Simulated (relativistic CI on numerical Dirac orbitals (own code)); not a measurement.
## Radial parameters of Ho IV

Method of calculation: Dirac-Coulomb-Breit CI, orbitals from a KLI potential per configuration, model QED (radiative potential, 1s self-energy scaled to tabulated hydrogen-like ionisation energies), valence Slater integrals scaled by 0.85, P86 correlation energy added to each configuration (own radial code, finite nucleus).

Slater integrals F^k, G^k are unscaled and averaged over j, outside the closed core [Kr] 4d10 5s2; ζ comes from projecting the Hamiltonian with its Breit term on Σ l·s of the shell.

- 4f10 5p6: F^2(4f,4f) = 123190, F^4(4f,4f) = 77062, F^6(4f,4f) = 55378, ζ(4f) = 2132.6 cm⁻¹; <r>(4f) = 0.7817, <r^2>(4f) = 0.7908 (bohr units).
- 4f9 5p6 6s: F^2(4f,4f) = 130300, F^4(4f,4f) = 81877, F^6(4f,4f) = 58940, ζ(4f) = 2259.3, G^3(4f,6s) = 3487.1 cm⁻¹; <r>(4f) = 0.7445, <r^2>(4f) = 0.702, <r>(6s) = 2.964, <r^2>(6s) = 9.771 (bohr units).
- 4f9 5p6 6p: F^2(4f,4f) = 130410, F^4(4f,4f) = 81953, F^6(4f,4f) = 58996, ζ(4f) = 2258.2, F^2(4f,6p) = 10150, G^2(4f,6p) = 2696, G^4(4f,6p) = 2464, ζ(6p) = 4512.5 cm⁻¹; <r>(4f) = 0.7437, <r^2>(4f) = 0.6997, <r>(6p) = 3.509, <r^2>(6p) = 13.69 (bohr units).

For a near-neutral ion this model can misplace configurations by up to about 10,000 cm⁻¹ (more where the count of f electrons changes) and terms by 10 to 25 % of their spread. Rates follow the energies as ν³ (E1, M1) or ν⁵ (E2), so they and the lifetimes can be off by large factors. The fine structure of a lone outer electron comes out too small, for d and f at times inverted, and misplaced configurations move strength between like terms.

Averages of the first 5 configurations, taken without configuration mixing, which lowers the lowest level and can move excited configurations by several eV; other configurations of the list can lie among them:

```json
{"Configuration": "4f10 5p6", "Parity": "even", "States": "1001", "Average energy above the lowest level (eV)": "6.2"}
{"Configuration": "4f9 5p6 6s", "Parity": "odd", "States": "4004", "Average energy above the lowest level (eV)": "19.7"}
{"Configuration": "4f9 5p6 6p", "Parity": "even", "States": "12012", "Average energy above the lowest level (eV)": "25.6"}
{"Configuration": "4f12 5p4", "Parity": "even", "States": "1365", "Average energy above the lowest level (eV)": "56.9"}
{"Configuration": "4f9 5p6 7s", "Parity": "odd", "States": "4004", "Average energy above the lowest level (eV)": "33.2"}
```
